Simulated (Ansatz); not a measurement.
Reactions of C2H6Mg (`C[CH2][MgH]`).

Computed with Ansatz on PBE0-D4/def2-TZVP structures; ΔE is electronic, products minus reactants. CBS: MP2 limit from def2 TZ/QZ plus the TZ coupled-cluster correction, frozen cores. This one scheme is used for every species, atoms too. Functionals use def2-TZVPP. B3LYP here is the variant with VWN-RPA as its local correlation; programs differ in this. No spin–orbit coupling; open shells (•) take unrestricted orbitals. Bonds to Mg are less sure, by a few kJ/mol each and by 10 to 20 or more in all where they break to atoms, as the def2 sets lack core-valence functions. One conformer a species, not always the lowest.

```
                                                    reaction  B3LYP-D4 (eV)  ωB97M-V (eV)  CCSD(T)/CBS(def2) (eV)
   `C[CH2][MgH]` + `C[Si]N(C)C` → `C[N](C)[MgH]` + `CC[Si]C`           0.62          0.62                    0.59
              `C[CH2][MgH]` + `[CH3]`• → `C[CH2][Mg]`• + CH₄          -1.82         -1.72                   -1.65
                          `C[CH2][MgH]` → H• + `C[CH2][Mg]`•           3.01          3.17                    3.25
      `C[CH2][MgH]` + `S[SiH2]Cl` → `CCS[SiH2]Cl` + `[MgH2]`           0.06          0.08                    0.13
 `C[CH2][MgH]` + `CO[SiH](O)F` → `C[O][MgH]` + `CC[SiH](O)F`          -0.38         -0.37                   -0.39
                     `C[CH2][MgH]` + H₂ → `[CH3][MgH]` + CH₄          -0.99         -0.98                   -0.96
`C[CH2][MgH]` + `FC=C(Cl)Cl` → `C[CH2][Mg][Cl]` + `F/C=C/Cl`          -2.89         -2.92                   -2.99
                            `C[CH2][MgH]` → `[CH3][Mg][CH3]`          -0.53         -0.54                   -0.62
               `C[CH2][MgH]` + `CNC` → `C[N](C)[MgH]` + `CC`          -0.87         -0.82                   -0.86
            `C[CH2][MgH]` → `[CH2]` (triplet) + `[CH3][MgH]`           4.18          4.27                    4.25
```

Largest T1 diagnostic: 0.014, for `C[Si]N(C)C`.
